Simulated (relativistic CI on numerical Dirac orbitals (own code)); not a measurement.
# Energy levels of Ge18+

Calculated at this level of theory: Dirac-Coulomb-Breit CI, KLI orbitals optimised for each configuration, model QED (radiative potential, 1s self-energy scaled to tabulated hydrogen-like ionisation energies), unscaled Slater integrals (own radial code, finite nucleus).

Configurations in the expansion (outside the closed core [Ne]): 3s2 3p2, 3s 3p3, 3s2 3p 3d, 3p4, 3s 3p2 3d, 3p3 3d, 3s 3p 3d2, 3s2 3d 4p, 3s2 3p 4s, 3p3 4s, 3p3 4p, 3s 3p 3d 4s, 3s2 3p 4p, 3s2 3p 4d, 3s 3p2 4s, 3s2 3p 4f, 3p2 3d 4p, 3s 3p2 4p, 3s 3p2 4d, 3s 3p2 4f, 3s2 3p 5s, 3s2 3p 5p, 3s2 4s 4p, 3s2 3p 5d, 3s2 3p 5f, 3s2 3p 5g, 3s 3p 4s2, 3s 3p2 5s, 3s2 3d2, 3s 3d3, 3p2 3d2, 3p 3d3, 3p 3d2 4s, 3p 3d2 4p, 3p 3d2 4d, 3s2 3d 4s, 3s 3d2 4s, 3s 3p 3d 4p, 3s 3d2 4p, 3s 3d 4s 4p, 3s 3d 4p2, 3s 3d 4p 4d, 3p2 3d 4s, 3p 3d 4s2, 3p 3d 4s 4p, 3p 3d 4s 4d, 3s2 4s2, 3s 3d 4s2, 3s2 4p2, 3s 3p 4s 4p, 3s 4s2 4p, 3s 4s 4p2, 3s 4s 4p 4d. Double excitations out of closed p, d and f shells are left out; levels of such configurations are missing from the list, as are those of other unlisted configurations, and high levels can miss mixing partners. These lack a partner that the ground configuration has and come out too high: 3s 3p2 4d, 3s 3p2 4f, 3s 3p2 5s, 3s2 3p 4f, 3s2 3p 5s.

The lowest level is 3s2 3p2 3P_0, with 88 % of that term; Hund's rules for 3s2 3p2 give 3P with J = 0, in agreement.

```csv
No.,Configuration,Term,J,E (eV),%,Landé g,jj configuration (%)
1,3s2 3p2,3P,0,0.000,88,,3p1/2^2 (88)
2,3s2 3p2,3P,1,4.161,97,1.500,3p1/2 3p3/2 (97)
3,3s2 3p2,3P,2,6.619,71,1.364,3p1/2 3p3/2 (82)
4,3s2 3p2,1D,2,13.557,71,1.134,3p3/2^2 (82)
5,3s2 3p2,1S,0,21.220,87,,3p3/2^2 (87)
6,3s 3p3(4S°),5S°,2,42.770,95,1.975,3s 3p1/2 3p3/2^2 (47)
7,3s 3p3(2D°),3D°,1,55.058,76,0.612,3s 3p3/2 (47)
8,3s 3p3(2D°),3D°,2,55.269,74,1.224,3s 3p1/2 3p3/2^2 (57)
9,3s 3p3(2D°),3D°,3,56.876,88,1.332,3s 3p1/2 3p3/2^2 (88)
10,3s 3p3(2P°),3P°,0,63.642,89,,3s 3p1/2 3p3/2^2 (89)
11,3s 3p3(2P°),3P°,1,64.134,78,1.407,3s 3p1/2 3p3/2^2 (64)
12,3s 3p3(2P°),3P°,2,64.332,52,1.349,3s 3p3/2^3 (36)
13,3s 3p3(2D°),1D°,2,70.082,37,1.104,3s 3p3/2^3 (35)
14,3s 3p3(4S°),3S°,1,77.657,64,1.667,3s 3p1/2 3p3/2^2 (58)
15,3s2 3p 3d,3F°,2,78.287,92,0.685,3p1/2 3d3/2 (71)
16,3s2 3p 3d,3F°,3,80.601,95,1.086,3p1/2 3d5/2 (59)
17,3s2 3p 3d,3F°,4,84.576,98,1.249,3p3/2 3d5/2 (98)
18,3s 3p3(2P°),1P°,1,84.700,55,1.306,3s 3p3/2^3 (57)
19,3s2 3p 3d,3P°,2,88.224,49,1.301,3p1/2 3d5/2 (73)
20,3s2 3p 3d,3D°,1,89.747,51,0.883,3p1/2 3d3/2 (70)
21,3s2 3p 3d,1D°,2,92.872,34,1.071,3p3/2 3d3/2 (44)
22,3s2 3p 3d,3P°,0,93.324,88,,3p3/2 3d3/2 (88)
23,3s2 3p 3d,3P°,1,94.181,54,1.130,3p3/2 3d3/2 (75)
24,3s2 3p 3d,3D°,3,94.265,82,1.315,3p3/2 3d5/2 (48)
25,3s2 3p 3d,3D°,2,95.039,41,1.283,3p3/2 3d5/2 (52)
26,3s2 3p 3d,1F°,3,102.660,93,1.012,3p3/2 3d5/2 (41)
27,3s2 3p 3d,1P°,1,105.642,82,0.986,3p3/2 3d5/2 (66)
28,3p4,3P,2,111.580,48,1.406,3p3/2^2 (58)
29,3s 3p2(3P)<4P> 3d,5F,1,115.557,82,0.228,3s 3p1/2^2 3d3/2 (50)
30,3s 3p2(3P)<4P> 3d,5F,2,116.480,88,1.045,3s 3p1/2 3p3/2 3d3/2 (40)
31,3p4,3P,1,116.533,48,1.322,3p1/2 3p3/2^3 (48)
32,3p4,3P,0,116.619,49,,3p3/2^2 (39)
33,3s 3p2(3P)<4P> 3d,5F,3,117.831,85,1.283,3s 3p1/2 3p3/2 3d3/2 (40)
34,3p4,1D,2,118.545,51,1.091,3p1/2 3p3/2^3 (56)
35,3s 3p2(3P)<4P> 3d,5F,4,119.871,89,1.361,3s 3p1/2 3p3/2 3d5/2 (71)
36,3s 3p2(3P)<4P> 3d,5D,0,121.222,94,,3s 3p1/2 3p3/2 3d3/2 (78)
37,3s 3p2(3P)<4P> 3d,5D,1,121.457,91,1.462,3s 3p1/2 3p3/2 3d3/2 (62)
38,3s 3p2(3P)<4P> 3d,5D,2,121.674,80,1.423,3s 3p1/2 3p3/2 3d3/2 (47)
39,3s 3p2(3P)<4P> 3d,5D,3,122.051,69,1.422,3s 3p1/2 3p3/2 3d3/2 (37)
40,3s 3p2(3P)<4P> 3d,5F,5,122.279,97,1.393,3s 3p1/2 3p3/2 3d5/2 (50)
41,3s 3p2(3P)<4P> 3d,5D,4,123.209,71,1.434,3s 3p1/2 3p3/2 3d5/2 (54)
42,3s 3p2(1D)<2D> 3d,3F,2,125.257,88,0.709,3s 3p1/2 3p3/2 3d5/2 (37)
43,3s 3p2(1D)<2D> 3d,3F,3,127.034,78,1.143,3s 3p1/2 3p3/2 3d5/2 (45)
44,3s 3p2(3P)<4P> 3d,5P,3,129.562,85,1.630,3s 3p1/2 3p3/2 3d5/2 (48)
45,3s 3p2(1D)<2D> 3d,3F,4,129.897,71,1.293,3s 3p3/2^2 3d5/2 (75)
46,3s 3p2(3P)<4P> 3d,5P,2,130.579,91,1.801,3s 3p1/2 3p3/2 3d3/2 (36)
47,3s 3p2(3P)<4P> 3d,5P,1,131.180,95,2.458,3s 3p1/2 3p3/2 3d3/2 (48)
48,3p4,1S,0,132.063,52,,3s 3p3/2^2 3d5/2 (37)
49,3s 3p2(3P)<4P> 3d,3P,2,132.492,61,1.475,3s 3p1/2 3p3/2 3d5/2 (42)
50,3s 3p2(3P)<4P> 3d,3P,1,135.593,55,1.387,3p1/2 3p3/2^3 (24)
51,3s 3p2(1D)<2D> 3d,3G,3,138.369,86,0.784,3s 3p1/2 3p3/2 3d3/2 (79)
52,3s 3p2(1D)<2D> 3d,3P,0,138.465,55,,3s 3p3/2^2 3d3/2 (29)
53,3s 3p2(1D)<2D> 3d,3G,4,139.385,93,1.058,3s 3p1/2 3p3/2 3d5/2 (37)
54,3s 3p2(3P)<4P> 3d,3D,2,139.642,63,1.083,3s 3p1/2^2 3d3/2 (27)
55,3s 3p2(3P)<4P> 3d,3D,1,140.271,81,0.651,3s 3p3/2^2 3d3/2 (33)
56,3s 3p2(3P)<4P> 3d,3D,3,140.463,76,1.264,3s 3p1/2 3p3/2 3d5/2 (57)
57,3s 3p2(1D)<2D> 3d,3G,5,140.646,96,1.205,3s 3p3/2^2 3d5/2 (50)
58,3s 3p2(1D)<2D> 3d,1G,4,141.562,71,1.034,3s 3p1/2 3p3/2 3d5/2 (59)
59,3s 3p2(1D)<2D> 3d,1F,3,142.486,58,1.054,3s 3p1/2 3p3/2 3d5/2 (44)
60,3s 3p2(3P)<4P> 3d,3F,2,142.953,52,0.885,3s 3p3/2^2 3d3/2 (30)
61,3s 3p2(3P)<4P> 3d,3F,3,144.953,59,1.164,3s 3p1/2 3p3/2 3d5/2 (42)
62,3s 3p2(1D)<2D> 3d,3D,1,145.384,92,0.541,3s 3p1/2 3p3/2 3d5/2 (55)
63,3s 3p2(3P)<2P> 3d,1P,1,146.067,56,0.842,3s 3p1/2 3p3/2 3d3/2 (63)
64,3s 3p2(1D)<2D> 3d,3D,2,146.276,74,1.083,3s 3p1/2 3p3/2 3d5/2 (40)
65,3s 3p2(1D)<2D> 3d,3P,0,146.547,78,,3s 3p1/2 3p3/2 3d5/2 (44)
66,3s 3p2(1D)<2D> 3d,3P,1,147.419,70,1.493,3s 3p1/2 3p3/2 3d5/2 (54)
67,3s 3p2(3P)<4P> 3d,3F,4,148.130,79,1.219,3s 3p3/2^2 3d3/2 (48)
68,3s 3p2(1D)<2D> 3d,3P,2,148.797,63,1.434,3s 3p3/2^2 3d5/2 (36)
69,3s 3p2(3P)<4P> 3d,3D,3,149.128,69,1.247,3s 3p3/2^2 3d5/2 (67)
70,3s 3p2(3P)<2P> 3d,3D,1,150.481,46,1.139,3s 3p3/2^2 3d3/2 (38)
```

Energies count from the lowest computed level; ° marks odd parity. Percentages are summed over parent terms; the parents shown are those of the largest component, closed shells are left out there, and <> holds an intermediate term. Filled j subshells are mostly left out of the jj labels.

The mean weight of the leading LS term, summed over parents, in these 70 levels is 73 %, and that of the leading jj configuration (from the same eigenvectors) 55 %, so LS coupling describes them better.

At this charge energies of transitions that change n are usually good to better than 1 %, and those within a shell (Δn = 0) to a few per cent.

LS names give the leading component of a level, which can be under half, so a name can repeat, a term be missing and a line seem to break the LS rules.
